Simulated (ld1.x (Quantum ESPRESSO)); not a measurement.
Before and after: TM potential for antimony

Sb, norm-conserving Troullier–Martins (Kleinman–Bylander form), made with ld1.x (Quantum ESPRESSO) 7.5 (PBEsol, scalar-relativistic). Core [Kr] 4d10, reference 5s2 5p1.5 (charge +1.5). Waves: 5s (bound): rc 1.45 bohr; 5p (bound): rc 2.40 bohr. Local part: all-electron potential smoothed inside 2.00 bohr (lloc = -1). Core correction: Bessel-smoothed model core inside 1.00 bohr.

Change: fully relativistic.

Cutoffs: the cutoffs (Ry, on a coarse ladder) from which the occupation-weighted sum of valence levels, in a spherical-Bessel basis at the reference potential, stays within 10 and 1 mRy of its value at 400 Ry; they do not see the model core or the augmentation charge, which bear on the density cutoff. Errors are all-electron minus pseudo energies relative to the spin-unpolarised reference configuration.

**Question.** What does the change do?

**Answer.** The potential gets neither clearly harder nor softer (45 Ry and 160 Ry → 45 Ry and 160 Ry); both files keep a bound ghost (d); of the 7 tests that both files solve, the error grows in 1 and shrinks in 2 by more than 15 % and 0.3 meV (median size 2.9 → 1.8 meV).

```csv
quantity,base,changed
"cutoff, loose",45 Ry,45 Ry
"cutoff, tight",160 Ry,160 Ry
bound ghosts,d,d
"error for 5s2 5p3, meV [ΔE -15.34 → -15.36 eV]",+2.0,-1.8
"error for 5s2 5p2, meV [ΔE -6.99 → -7.00 eV]",+1.0,-0.8
"error for 5s2 5p1, meV [ΔE 9.02 → 9.03 eV]",-4.1,-1.9
"error for 5s2 5p3.3, meV [ΔE -16.50 → -16.53 eV]",+2.9,-1.2
"error for 5s1 5p0, meV [ΔE 77.80 → 77.83 eV]",-233,-215
"error for 5s2 5p2.5, meV [ΔE -12.06 → -12.08 eV]",+1.2,-1.8
"error for 5s1 5p3, meV [ΔE 1.77 → 1.73 eV]",-16,-17
s: phases at 2.58 bohr within 0.05 rad from the reference energy up to (Ry; the scan ends near 5),-0.9,-0.9
```

 A true bound ghost makes a file unfit for plane-wave use even where its test errors are small: the radial tests pick states by their node count and pass the ghost by.
